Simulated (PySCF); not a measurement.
**Dipole response of Cl- (chlorine, charge -1)**

[Ar], closed-shell 1S. Computed with PySCF 2.14 in aug-cc-pCVQZ-DK, with scalar relativity by spin-free X2C-1e. Coupled (time-dependent) response in atomic units; α is the mean over directions.

| method | mean α (bohr³) | C₆ (like pair) | S(−4) |
| --- | --- | --- | --- |
| CAM-B3LYP | 32.29 | 291.4 | 327.8 |

S(−4) is the Cauchy moment in α(ω) = α(0) + S(−4) ω² + …

α(iu) at CAM-B3LYP:

```tsv
u (hartree)	α(iu) (bohr³)
0	32.29
0.0500	31.50
0.100	29.45
0.200	23.99
0.300	18.95
0.500	12.00
0.750	7.356
1.00	4.904
1.50	2.599
2.00	1.606
3.00	0.8007
5.00	0.3343
```

A single London oscillator, α(iu) = α/(1 + u²/ω²), gives C₆ = (3/4) ω α². Matching the computed C₆ needs ω = 4 × 291.4 / (3 × 32.29²) = 0.373 hartree.

For an ion, C₆ is the dispersion term alone; charge-induced terms of lower order in 1/R come first.
